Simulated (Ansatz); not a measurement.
Total energies of [(OH)2Al]2O (Al₂O₅H₄) from Ansatz at PBE0-D4/def2-TZVP, gas phase (1 Eh = 27.2114 eV = 2625.5 kJ/mol). The reference geometry is relaxed at PBE0-D4/def2-SVP.

```csv
state,geometry,energy (Eh)
charge 0 singlet,reference,-863.31105
charge 1 doublet,reference,-862.91741
charge 1 doublet,relaxed at PBE0-D4/def2-SVP,-862.93308
free Al atom (doublet),–,-242.24894
free O atom (triplet),–,-75.01860
free H atom (doublet),–,-0.50104
```

(1) Work out the vertical ionisation energy to the doublet.

(2) How much does the charge 1 doublet relax, and what is the adiabatic ionisation energy?

(3) What is the binding energy per atom against free atoms?

(1) E(charge 1 doublet) − E(charge 0 singlet) = -862.91741 − (-863.31105) = 0.39364 Eh = 10.71 eV. For comparison, −ε of the highest occupied level is 8.89 eV at this level, 1.82 eV less.

(2) Relaxation: -862.91741 − (-862.93308) = 0.01567 Eh = 0.43 eV. Adiabatic ionisation energy: 0.37797 Eh = 10.29 eV, without zero-point energy. 

(3) Atoms: 2 × (-242.24894) + 5 × (-75.01860) + 4 × (-0.50104) = -861.59504 Eh. Binding: -861.59504 − (-863.31105) = 1.71601 Eh = 46.70 eV, or 4.25 eV for each of 11 atoms (no zero-point energy, no counterpoise term).
